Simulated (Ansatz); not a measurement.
`OC[SiH]1C[SiH2]1` and `O[SiH]1C[SiH2]1` differ in one atom or group.

Ansatz, PBE0-D4/def2-TZVP geometries, multiplicity 1. Each molecule was computed in one conformer, which needn't be the lowest.

| property | `OC[SiH]1C[SiH2]1` |
| --- | --- |
| size of the dipole moment (PBE/def2-TZVPP) / D | 1.57 |
| HOMO–LUMO gap (B3LYP/def2-TZVPP) / eV | 5.03 |
| HOMO–LUMO gap (PBE/def2-TZVPP) / eV | 3.61 |
| size of the dipole moment (ωB97M-V/def2-TZVPP) / D | 1.71 |
| HOMO–LUMO gap (ωB97M-V/def2-TZVPP) / eV | 9.25 |
| HOMO energy (PBE0/def2-TZVPP) / eV | -6.37 |

(1) What does the change do to each property? (An estimate is asked.)

## Answers

(1) Ansatz gave: 
| property | `O[SiH]1C[SiH2]1` | shift |
| --- | --- | --- |
| size of the dipole moment (PBE/def2-TZVPP) / D | 2.26 | 0.69 |
| HOMO–LUMO gap (B3LYP/def2-TZVPP) / eV | 4.85 | -0.18 |
| HOMO–LUMO gap (PBE/def2-TZVPP) / eV | 3.41 | -0.20 |
| size of the dipole moment (ωB97M-V/def2-TZVPP) / D | 2.31 | 0.60 |
| HOMO–LUMO gap (ωB97M-V/def2-TZVPP) / eV | 9.10 | -0.15 |
| HOMO energy (PBE0/def2-TZVPP) / eV | -6.19 | 0.18 |

Dipoles are sizes alone; their direction can turn.

B3LYP here is the variant with VWN-RPA as its local correlation; programs differ in this.
